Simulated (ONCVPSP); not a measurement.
**Scattering properties, ONCV potential for lanthanum**

ONCVPSP 4.0.1 input, shortened (lines: element, Z, core and valence counts, functional; n l f; lmax; l rc ep ncon nbas qcut; lloc lpopt rc5 dvloc0; l nproj debl; icmod fcfact rcfact), PBE, scalar-relativistic:

```
  La 57.00    9    4        4      upf
    1    0    2.00
    2    0    2.00
    2    1    6.00
    3    0    2.00
    3    1    6.00
    3    2   10.00
    4    0    2.00
    4    1    6.00
    4    2   10.00
    5    0    2.00
    5    1    6.00
    5    2    1.00
    6    0    2.00
    3
    0    2.65    0.00    5    8    4.60
    1    2.90    0.00    3    8    5.20
    2    4.00    0.00    4    8    3.10
    3    4.15    0.36    4    9    2.70
    4    5    2.10    0.00
    0    2    2.80
    1    2    2.90
    2    2    2.80
    3    1    3.60
    3    2.50    1.45
```

In the f channel the program set the typed energies aside and used -0.160 Ha.

The phase is arctan(r·R′/R) of the radial function R(r), unwrapped; energies in Ha, scanned from -3 to 5 Ha. A pole is an energy at which the radial function vanishes at the test radius. The pseudo phase is shifted by a multiple of π to meet the all-electron one at the reference energy, and phase errors are pseudo minus all-electron; the curves can meet again beyond the range given. Levels narrower than the energy grid can be missing from the lists of poles.

Task: For each channel, where are the poles, and over which energies does the pseudopotential scatter like the atom?

Result:

```csv
channel,radius (bohr),reference energy (Ha),"poles, all-electron","poles, pseudo",unbroken range about the reference energy with phases within 0.05 rad,phase error 1 Ha above the reference energy (rad)
s,2.69,-0.14,"-1.31, 2.29","-1.31, 2.23, 3.99",below 3.1,-0.001
p,2.94,-0.82,"-0.68, 2.22","-0.69, 2.22",below 3.4,-0.012
d,4.07,-0.11,"0.00, 1.33, 3.48","-0.00, 1.51, 3.58",below 0.3,+0.075
f,4.22,-0.16,"-0.15, 0.79, 2.15, 4.17","-0.15, 1.77, 3.13",below -0.1,+0.337
```

Phases in the f channel:

```json
{"E (Ha)": "-2.98", "all-electron": "1.466", "pseudo": "1.465"}
{"E (Ha)": "-2.76", "all-electron": "1.461", "pseudo": "1.460"}
{"E (Ha)": "-2.54", "all-electron": "1.456", "pseudo": "1.455"}
{"E (Ha)": "-2.32", "all-electron": "1.451", "pseudo": "1.449"}
{"E (Ha)": "-2.10", "all-electron": "1.444", "pseudo": "1.442"}
{"E (Ha)": "-1.88", "all-electron": "1.437", "pseudo": "1.435"}
{"E (Ha)": "-1.66", "all-electron": "1.427", "pseudo": "1.425"}
{"E (Ha)": "-1.44", "all-electron": "1.416", "pseudo": "1.414"}
{"E (Ha)": "-1.22", "all-electron": "1.402", "pseudo": "1.399"}
{"E (Ha)": "-1.00", "all-electron": "1.384", "pseudo": "1.381"}
{"E (Ha)": "-0.78", "all-electron": "1.359", "pseudo": "1.355"}
{"E (Ha)": "-0.56", "all-electron": "1.320", "pseudo": "1.319"}
{"E (Ha)": "-0.34", "all-electron": "1.249", "pseudo": "1.255"}
{"E (Ha)": "-0.12", "all-electron": "-1.895", "pseudo": "-1.868"}
{"E (Ha)": "0.10", "all-electron": "-2.346", "pseudo": "-2.127"}
{"E (Ha)": "0.32", "all-electron": "-3.879", "pseudo": "-2.693"}
{"E (Ha)": "0.54", "all-electron": "-4.510", "pseudo": "-3.831"}
{"E (Ha)": "0.76", "all-electron": "-4.695", "pseudo": "-4.325"}
{"E (Ha)": "0.98", "all-electron": "-4.836", "pseudo": "-4.501"}
{"E (Ha)": "1.20", "all-electron": "-5.192", "pseudo": "-4.588"}
{"E (Ha)": "1.42", "all-electron": "-7.294", "pseudo": "-4.644"}
{"E (Ha)": "1.64", "all-electron": "-7.681", "pseudo": "-4.687"}
{"E (Ha)": "1.86", "all-electron": "-7.781", "pseudo": "-4.732"}
{"E (Ha)": "2.08", "all-electron": "-7.838", "pseudo": "-4.807"}
{"E (Ha)": "2.30", "all-electron": "-7.886", "pseudo": "-5.496"}
{"E (Ha)": "2.52", "all-electron": "-7.943", "pseudo": "-7.700"}
{"E (Ha)": "2.74", "all-electron": "-8.054", "pseudo": "-7.796"}
{"E (Ha)": "2.96", "all-electron": "-8.648", "pseudo": "-7.834"}
{"E (Ha)": "3.18", "all-electron": "-10.625", "pseudo": "-7.859"}
{"E (Ha)": "3.40", "all-electron": "-10.846", "pseudo": "-7.880"}
{"E (Ha)": "3.62", "all-electron": "-10.916", "pseudo": "-7.900"}
{"E (Ha)": "3.84", "all-electron": "-10.955", "pseudo": "-7.923"}
{"E (Ha)": "4.06", "all-electron": "-10.983", "pseudo": "-7.953"}
{"E (Ha)": "4.28", "all-electron": "-11.008", "pseudo": "-8.000"}
{"E (Ha)": "4.50", "all-electron": "-11.034", "pseudo": "-8.097"}
{"E (Ha)": "4.72", "all-electron": "-11.068", "pseudo": "-8.456"}
{"E (Ha)": "4.94", "all-electron": "-11.127", "pseudo": "-10.299"}
```
